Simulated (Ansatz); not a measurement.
This triplet lies 0.09 eV above the relaxed singlet at the level frozen-core CCSD(T)/cc-pVTZ // PBE0-D3(BJ)/def2-TZVP (Ansatz, a quantum-chemistry and plane-wave program); other levels give the other order.

Species: CH₃AlO, SMILES `O[C][AlH2]` (triplet; the order of the spin states depends on the level) (charge 0, multiplicity 3).

**Question.** Give a relaxed geometry from PBE0-D3(BJ)/def2-TZVP (Ansatz).

**Answer.** This is not unique; one that fits is the end point of this relaxation, one of several conformers (outside a Z-matrix the atoms follow the SMILES, hydrogens last).
Cartesian coordinates (Å) in one orientation:
```xyz
6

O      1.860     0.297    -0.059
C      0.668    -0.236     0.050
Al    -1.201     0.046    -0.011
H      2.558    -0.358     0.077
H     -1.795     1.486    -0.309
H     -2.089    -1.234     0.252
```
